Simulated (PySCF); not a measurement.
C₂H₅ClOSi₂, SMILES O[Si@@H]1[SiH2]C=C1Cl.

Geometry: B3LYP-D3(BJ)/def2-SVP. The structure was generated by enumeration; whether it is a known compound was not checked. Other conformers were not sampled.

Computed with B3LYP-D3(BJ)/def2-SVP run with PySCF.

Frequencies are harmonic and unscaled.

Computed normal modes with their intensities:
```
mode  ν (cm⁻¹)  IR (km/mol)  Raman (Å⁴/amu)  depolarisation  moving atoms (share of kinetic energy)
----  --------  -----------  --------------  --------------  --------------------------------------
1          110          0.7             1.8            0.74         C 40 %, H 24 %, O 16 %, Cl 13 %
2          138          2.2             3.0            0.75          O 46 %, Cl 21 %, H 17 %, C 9 %
3          176          5.5             2.4            0.65         Si 33 %, O 26 %, H 24 %, C 12 %
4          237          8.6             3.2            0.66        H 31 %, Si 31 %, Cl 19 %, C 18 %
5          309         56.3             2.4            0.71         H 49 %, Si 22 %, O 15 %, Cl 9 %
6          359         67.8             5.6            0.53         Si 33 %, Cl 32 %, H 20 %, C 8 %
7          420         10.1            18.1            0.31                 Si 58 %, H 26 %, C 14 %
8          438         16.1             8.6            0.19         C 56 %, Si 19 %, H 12 %, O 10 %
9          489         17.7             5.2            0.53                  H 60 %, Si 23 %, C 9 %
10         532         20.4             9.7            0.11        C 35 %, Si 34 %, H 18 %, Cl 11 %
11         636          9.7            14.9            0.75                                  H 90 %
12         673         53.7             3.8            0.67                           H 85 %, C 8 %
13         719         23.9            10.9            0.50                 H 58 %, C 27 %, Si 11 %
14         773        147.6             2.3            0.38          H 62 %, C 19 %, Si 11 %, O 9 %
15         790         48.1             1.8            0.73                 H 66 %, C 15 %, Si 13 %
16         853        163.2             8.1            0.67         H 36 %, C 27 %, O 18 %, Si 16 %
17         892         50.5             2.2            0.45                          H 66 %, C 30 %
18         902         59.5             5.7            0.71                  H 69 %, O 18 %, Si 9 %
19         931        189.3             4.9            0.75         C 34 %, H 30 %, Si 20 %, O 13 %
20         963         92.3            19.3            0.66                         H 80 %, Si 10 %
21        1177         44.8             5.8            0.35                          H 61 %, C 37 %
22        1546         66.3            16.0            0.08                                  C 98 %
23        2201        126.4           231.3            0.19                                  H 97 %
24        2209        115.7           188.4            0.44                                  H 96 %
25        2256        114.7           188.8            0.21                                  H 97 %
26        3155          2.9           174.6            0.33                           H 92 %, C 8 %
27        3868         96.1            78.0            0.28                                  H 94 %
```
